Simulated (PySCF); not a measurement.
formyl cation (CHO), SMILES C#[O+], charge +1.

The structure is a stationary point at r2SCAN-D4/def2-TZVPD.

Two levels are set side by side: PBE/def2-TZVPD (PySCF) and r2SCAN/def2-TZVPD (PySCF). Same geometry, gas phase. Differences are taken from unrounded values.

```tsv
quantity	r2SCAN	PBE	PBE minus r2SCAN
orbital gap (eV)	10.42	9.74	-0.68
highest occupied level (eV)	-21.55	-21.21	0.34
lowest empty level (eV)	-11.14	-11.47	-0.34
mean polarisability (bohr³)	9.6	9.8	0.2
```

Rough cost on one machine, each run with all the roots and properties that it gave: r2SCAN against PBE about 4 times.
